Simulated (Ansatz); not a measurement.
A nudged elastic band was laid between two geometries of Cl2H2Si + H2S (8 atoms, charge 0, multiplicity 1).

Level of theory: RKS BHLYP-D4/def2-SVP (Ansatz 0.2.0).

```json
{
  "movable images": "7",
  "climbing image": "yes",
  "spring": "5.0 eV/Å²",
  "optimiser": "quadratic models (default)",
  "start path": "through a guess of the saddle point",
  "force threshold": "0.05 eV/Å",
  "iteration limit": "60",
  "end points": "relaxed"
}
```

Image 0:

```xyz
8
Properties=species:S:1:pos:R:3
Si -0.170 -0.370 -0.155
H -0.768 -0.257 1.178
Cl 1.824 -0.852 0.021
Cl -0.351 1.420 -1.152
H -0.809 -1.407 -0.977
S 1.281 2.219 2.251
H 1.236 2.693 0.998
H 2.257 1.349 1.955
```

Image 8:

```xyz
8
Properties=species:S:1:pos:R:3
Si 0.619 0.456 -0.597
H -0.580 0.039 3.304
Cl 2.243 -0.389 -1.524
Cl -0.662 1.226 -1.994
H -0.059 -0.607 0.150
S 1.202 2.100 0.614
H 2.088 1.389 1.331
H -0.351 0.581 2.834
```

Problem. Which bonds break or form, and what moves?

Solution. Bonds broken: Si1–H2, S6–H8. Bonds formed: Si1–S6, H2–H8. Cl2H2Si + H2S becomes Cl2H2SSi + H2.

Problem. What energy profile does the band end with?

Solution. It converged. The highest image is number 6 of 0 to 8, 2.56 eV above the first end and 2.70 eV above the last; the last end lies 0.14 eV below the first. The profile has 2 maxima (images 1, 6) with wells between them (image 4): this band takes more than one step, which may be the mechanism or a detour left from its start path. Neighbouring images differ by up to 2.5 eV, so the band resolves the path poorly. A vibrational analysis at the climbing image gives one clearly imaginary mode, 1472i cm⁻¹: a first-order saddle point. The orbitals stay closed-shell, which can raise the energy where a bond breaks towards radicals; this wasn't checked here.

```
image  path coordinate (Å)  energy (eV)  Si1–H2 (Å)  S6–H8 (Å)  Si1–S6 (Å)
    0                 0.00         0.00        1.46       1.34        3.82
    1                 1.70         0.09        1.47       1.34        3.73
    2                 3.40         0.05        1.47       1.34        3.76
    3                 5.11         0.02        1.47       1.34        3.98
    4                 6.80         0.02        1.47       1.34        3.74
    5                 8.50         0.09        1.47       1.34        3.68
    6                10.19         2.56        1.70       1.68        2.44
    7                11.63         0.22        2.77       2.45        2.14
    8                13.07        -0.14        4.10       3.11        2.12
```

Problem. What is the geometry of the highest image?

Solution. 
```xyz
8
Properties=species:S:1:pos:R:3
Si 0.287 0.170 0.016
H -0.293 0.134 1.616
Cl 2.159 -0.476 -0.603
Cl -0.901 1.348 -1.184
H -0.410 -1.126 -0.087
S 1.202 2.172 1.059
H 2.274 1.580 1.611
H 0.182 0.992 1.691
```

The run took 11 min on 2 threads of Arm Neoverse V1 (shared host), peak memory 0.22 GiB.
